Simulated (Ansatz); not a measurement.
Cost and result for the atomization energy of H$_{7}$NSSi$_{3}$, SMILES `[SiH3]N([SiH3])[Si]S` (12 atoms, 11 bonds).

```xyz
12

Si    1.191   -0.337    0.405
N    -0.381    0.125   -0.201
Si   -1.689    0.112    0.968
Si   -0.816    0.597   -1.819
S     1.020    0.496   -2.959
H     1.037   -0.649    1.850
H     2.172    0.767    0.247
H     1.705   -1.539   -0.300
H    -2.926    0.530    0.261
H    -1.397    1.052    2.081
H    -1.862   -1.251    1.534
H     1.945    0.097   -2.067
```

Total charge 0; spin multiplicity 1. The structure was optimised at the PBE0-D4/def2-TZVP level. It is one conformer, not always the lowest. Program: Ansatz. All runs use 4 threads of a server CPU on a shared host. Times are those of one run each, without the atoms' runs, and a repeat can differ threefold. Electronic energies, without spin–orbit coupling; frozen cores. CCSD(T)/CBS adds CCSD(T) − MP2 in def2-TZVPP to the MP2 limit, and its time is that of the two runs behind it. T1 = 0.014. B3LYP takes the VWN-RPA correlation (the form of Gaussian; ORCA's B3LYP/G).

CCSD(T)/CBS is a level of theory with its own doubt, some kJ/mol a heavy atom from the limit and from the frozen cores, so smaller differences don't rank the functionals.

```csv
level,functions,wall time,atomization (kJ/mol),difference from CCSD(T)/CBS,per bond
LDA (SPW92)/def2-TZVPP,297,2.9 s,4231.4,445.2,40.5
PBE-D4/def2-TZVPP (with forces),297,6 s,3772.7,-13.5,-1.2
BHLYP-D4/def2-TZVPP,297,7.5 s,3714.5,-71.7,-6.5
CAM-B3LYP-D4/def2-TZVPP,297,12 s,3785.3,-0.9,-0.1
B3LYP-D4/def2-TZVPP (with forces),297,12 s,3782.7,-3.5,-0.3
B2PLYP/def2-TZVPP,297,14 s,3715.0,-71.2,-6.5
CCSD(T)/def2-SVP,121,14 s,3458.8,-327.4,-29.8
ωB97X-V/def2-TZVPP,297,19 s,3814.0,27.8,2.5
ωB97M-V/def2-TZVPP (with forces),297,23 s,3805.9,19.7,1.8
PBE-QIDH/def2-TZVPP,297,24 s,3715.1,-71.1,-6.5
MP2/def2-QZVPP,547,76 s,3748.4,-37.8,-3.4
CCSD(T)/def2-TZVPP,297,5.4 min,3664.5,-121.7,-11.1
CCSD(T)/CBS(def2),–,6.7 min,3786.2,0.0,0.0
```

From BLYP to BHLYP (50 % exact exchange), in def2-TZVPP and without D4, the atomization energy moves by −16.4 kJ/mol: exact exchange takes away binding that semilocal exchange gives to molecules. In def2-TZVPP, CCSD(T) changes the Hartree–Fock value by +946.1 kJ/mol (the triples alone add +56.2 kJ/mol) and MP2 by +956.6 kJ/mol; breaking electron pairs costs correlation energy, which Hartree–Fock lacks. At CCSD(T), def2-SVP lies −327.4 kJ/mol from the extrapolated value and def2-TZVPP −121.7 kJ/mol: correlation converges slowly with the basis, and small sets miss more of it in the bonded molecule than in its fragments.
